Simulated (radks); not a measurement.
The chlorine anion Cl-, [Ar], held by a Watson sphere: a shell of charge +1 at radius R that stands for the Madelung well of a crystal (potential energy -1/R inside, -1/r outside, in hartree with lengths in bohr). Calculated with a radial shooting solver on a logarithmic mesh with Libxc functionals: scalar-relativistic Kohn-Sham, LDA (Slater exchange, Perdew-Wang correlation), spin-polarised, spherical densities, finite nucleus; Fermi nuclear charge, rms radius of each element as measured or else 0.836 A^(1/3) + 0.57 fm. Response by self-consistent Sternheimer equations with the Hartree and adiabatic LDA kernel, the relativistic mass of each level held fixed and spin-orbit coupling left out. The sphere does not respond.

R (bohr),e(2p) (eV),e(3s) (eV),e(3p) (eV),<r> 3p (bohr),sum of <r^2> (bohr^2),X-ray form factor at sin(theta)/lambda = 0.3 1/angstrom,alpha (bohr^3)
2.85,-189.06,-19.309,-7.796,1.959,35.63,9.552,23.47
3.43,-188.44,-18.407,-6.930,1.997,37.04,9.554,27.64
3.57,-188.28,-18.211,-6.737,2.004,37.31,9.555,28.62
4.09,-187.73,-17.550,-6.080,2.024,38.16,9.557,32.09
4.16,-187.65,-17.469,-5.998,2.027,38.26,9.558,32.53
4.35,-187.46,-17.256,-5.785,2.032,38.50,9.558,33.69
4.39,-187.42,-17.213,-5.741,2.033,38.54,9.558,33.93
